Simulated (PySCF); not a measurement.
Telling isomers of C₆H₅F₃O apart by NMR

No solvent model, one averaged value for each set of equivalent atoms, no relativistic terms, single conformer. GFN2-xTB geometry; shielding tensors at PBE0/pcSseg-1 (GIAO); PySCF 2.14.

Referencing at the same level of theory: $^{1}$H and $^{13}$C vs TMS. Splittings of carbon signals by F and P are missing where no couplings were computed. Where no couplings were computed, multiplicities follow the n + 1 count of equivalent neighbours, and m marks all less simple cases (inequivalent or close neighbours, rings, F or P nearby). Shifts are as computed. Against solution values, carbons near 30 ppm lie about +3 ppm off and those near 130 ppm about +5 ppm. Of 1309 compounds with measured shifts, 239 miss one by over three times the rms of a fit or turn the order of signals round; such compounds aren't used in these exercises.

(1) Tabulate the signals of `C=C1C=C1OCC(F)(F)F`, `FC/C(F)=C1\C=C(F)CO1` and their relative energies.

(2) What is the quickest way to tell C=C1C=C1OCC(F)(F)F from FC/C(F)=C1\C=C(F)CO1?

Results:

(1) 
```tsv
SMILES	carbon types	δC	δH	E rel. (kcal/mol)
C=C1C=C1OCC(F)(F)F	3×C 1×CH 2×CH2	162.7, 133.1, 125.8, 103.1, 72.6, 61.1	6.15 (s, 1H), 4.51 (m, 2H), 3.88 (m, 1H), 3.72 (m, 1H)	30.6
FC/C(F)=C1\C=C(F)CO1	3×C 1×CH 2×CH2	173.3, 153.4, 145.5, 106.3, 83.6, 74.5	6.03 (m, 1H), 5.50 (m, 2H), 5.11 (m, 2H)	0.0
```

Energies are electronic energies at PBE0/pcSseg-1 on these geometries, without zero-point or thermal terms, each for the one conformer computed, which needn't be the lowest.

(2) Both give the same number of carbon signals, with the same numbers of each carbon type, so the positions decide. The first has a fully substituted alkene carbon (C) at 125.8 ppm, the second a β carbon of an enol-ether or enamine type C=C (C) at 145.5 ppm. Their most deshielded carbons lie at 162.7 and 173.3 ppm.
